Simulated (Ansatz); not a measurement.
Nb3Te5. The state is a doublet with charge 0. Geometry PBE-D4/def2-SVP; atoms count from 1.

```xyz
8

Nb   -0.081    0.194    0.636
Nb    0.110   -0.092   -1.920
Nb    0.685   -2.307   -1.131
Te    1.979    1.518    1.737
Te   -2.606    0.373    1.534
Te    0.488   -2.269    1.509
Te   -2.431    0.731   -1.280
Te    1.856    1.851   -1.085
```

In the def2 sets Nb, Te take a core potential; there is no spin–orbit coupling. The charge 0 doublet is spin-contaminated (final ⟨S²⟩ up to 1.07, 0.75 for a pure state). Another isomer (doublet) lies 1.43 eV lower at PBE0-D4/def2-SVP; other spin states weren't run for this one.

**Question.** Estimate the Mulliken populations from the PBE0/def2-SVP orbitals of Ansatz.

**Answer.** 
```
atom  charge (e)  spin (α − β)  d electrons
 Nb1        0.11          0.18         3.94
 Nb2        0.12         -0.78         4.01
 Nb3        0.12          1.80         3.83
 Te4       -0.05         -0.09            –
 Te5       -0.05         -0.09            –
 Te6       -0.05         -0.19            –
 Te7       -0.10          0.09            –
 Te8       -0.10          0.09            –
```
Mulliken values depend strongly on the basis.

**Question.** Where does the spin sit?

**Answer.** Summed by element: Nb 1.19, Te -0.19, of 1 unpaired in all. Largest on single atoms: Nb3 1.80, Nb2 -0.78, Te6 -0.19.

**Question.** And the Mayer bond orders between heavy atoms (over 0.3)?

**Answer.** Nb1–Nb2 1.47 (2.58 Å); Nb1–Nb3 0.43 (3.16 Å); Nb1–Te4 1.24 (2.69 Å); Nb1–Te5 1.24 (2.68 Å); Nb1–Te6 1.13 (2.67 Å); Nb1–Te7 0.41 (3.08 Å); Nb1–Te8 0.41 (3.08 Å); Nb2–Nb3 2.27 (2.42 Å); Nb2–Te7 0.95 (2.75 Å); Nb2–Te8 0.96 (2.74 Å); Nb3–Te6 1.38 (2.65 Å); Te4–Te8 0.85 (2.84 Å); Te5–Te7 0.85 (2.84 Å).
